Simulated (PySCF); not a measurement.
C₅H₅Cl, SMILES C=C(Cl)C#CC.

Coordinates come from a PBE-D3(BJ)/def2-SVP optimisation. The structure was generated by enumeration, and PubChem lists no compound with its InChIKey, so it may never have been made.

These are PBE-D3(BJ)/def2-SVP run with PySCF values and carry that method's errors.

Frequencies are harmonic and unscaled.

| mode | ν (cm⁻¹) | IR (km/mol) | Raman (Å⁴/amu) | depolarisation | moving atoms (share of kinetic energy) |
|---|---|---|---|---|---|
| 1 | 24 | 0.0 | 0.5 | 0.75 | H 97 % |
| 2 | 97 | 2.0 | 5.0 | 0.74 | C 57 %, Cl 27 %, H 17 % |
| 3 | 150 | 5.3 | 0.8 | 0.75 | C 77 %, H 21 % |
| 4 | 290 | 2.5 | 5.9 | 0.73 | C 69 %, H 17 %, Cl 14 % |
| 5 | 336 | 2.9 | 7.6 | 0.68 | C 58 %, H 28 %, Cl 13 % |
| 6 | 348 | 0.5 | 4.2 | 0.75 | C 83 %, H 17 % |
| 7 | 491 | 2.8 | 4.4 | 0.29 | C 67 %, Cl 27 % |
| 8 | 566 | 1.4 | 6.6 | 0.75 | C 83 %, H 16 % |
| 9 | 598 | 17.7 | 15.7 | 0.12 | C 77 %, Cl 13 %, H 9 % |
| 10 | 673 | 0.0 | 9.0 | 0.75 | H 87 %, C 13 % |
| 11 | 764 | 43.4 | 12.7 | 0.36 | C 61 %, H 34 % |
| 12 | 836 | 37.6 | 2.4 | 0.75 | H 71 %, C 29 % |
| 13 | 986 | 4.4 | 1.1 | 0.75 | H 69 %, C 31 % |
| 14 | 989 | 2.8 | 0.8 | 0.73 | H 68 %, C 32 % |
| 15 | 1024 | 30.0 | 4.4 | 0.41 | C 54 %, H 46 % |
| 16 | 1209 | 55.7 | 17.8 | 0.69 | C 75 %, H 25 % |
| 17 | 1333 | 2.8 | 113.5 | 0.35 | H 81 %, C 19 % |
| 18 | 1356 | 8.0 | 12.3 | 0.72 | H 69 %, C 31 % |
| 19 | 1388 | 8.6 | 23.2 | 0.75 | H 97 % |
| 20 | 1388 | 8.2 | 22.0 | 0.71 | H 97 % |
| 21 | 1621 | 50.9 | 127.1 | 0.23 | C 92 % |
| 22 | 2274 | 57.3 | 760.9 | 0.31 | C 100 % |
| 23 | 2958 | 19.6 | 463.7 | 0.08 | H 97 % |
| 24 | 3040 | 2.2 | 152.1 | 0.75 | H 91 %, C 9 % |
| 25 | 3046 | 1.6 | 127.4 | 0.75 | H 91 %, C 9 % |
| 26 | 3100 | 1.4 | 122.0 | 0.11 | H 95 % |
| 27 | 3212 | 0.1 | 102.7 | 0.72 | H 89 %, C 11 % |
